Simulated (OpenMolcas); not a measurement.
A ladder of methods for AlBH2OF2 (SMILES O[B](F)[AlH][F])

AlBH2OF2 has 7 atoms, charge 0, and is taken as a singlet. As SMILES, `O[B](F)[AlH][F]`. Geometry: relaxed at PBE0-D4/def2-TZVP. This is one conformer, not always the lowest.

Each level gives the vertical energy of the triplet above the singlet (eV). The values are calculated.

```json
{"level": "HF/6-31G* (spherical functions)", "kind": "Hartree–Fock", "program": "OpenMolcas", "value (eV)": "3.83", "less CCSD(T)/6-31G*": "-0.16", "CPU time (all runs)": "17 s"}
{"level": "SVWN5/6-31G* (spherical functions)", "kind": "LDA", "program": "OpenMolcas", "value (eV)": "3.39", "less CCSD(T)/6-31G*": "-0.60", "CPU time (all runs)": "47 s"}
{"level": "BLYP/6-31G* (spherical functions)", "kind": "GGA", "program": "OpenMolcas", "value (eV)": "3.46", "less CCSD(T)/6-31G*": "-0.53", "CPU time (all runs)": "69 s"}
{"level": "revPBE/6-31G* (spherical functions)", "kind": "GGA", "program": "OpenMolcas", "value (eV)": "3.33", "less CCSD(T)/6-31G*": "-0.66", "CPU time (all runs)": "69 s"}
{"level": "B3LYP/6-31G* (spherical functions)", "kind": "global hybrid", "program": "OpenMolcas", "value (eV)": "3.72", "less CCSD(T)/6-31G*": "-0.27", "CPU time (all runs)": "69 s"}
{"level": "BHLYP/6-31G* (spherical functions)", "kind": "global hybrid", "program": "OpenMolcas", "value (eV)": "4.02", "less CCSD(T)/6-31G*": "+0.03", "CPU time (all runs)": "62 s"}
{"level": "PBE0/6-31G* (spherical functions)", "kind": "global hybrid", "program": "OpenMolcas", "value (eV)": "3.62", "less CCSD(T)/6-31G*": "-0.37", "CPU time (all runs)": "70 s"}
{"level": "CCSD(T)/6-31G* (spherical functions), open shells restricted", "kind": "coupled cluster or CI", "program": "OpenMolcas", "value (eV)": "3.99", "less CCSD(T)/6-31G*": "0.00", "CPU time (all runs)": "1.8 min"}
```

CCSD(T)/6-31G* (spherical functions), open shells restricted is the highest level here, not the true value. The values span 3.33 to 4.02 eV. Times are those of the runs behind each value, whatever else they computed, on shared processors of several kinds: orders of magnitude only.
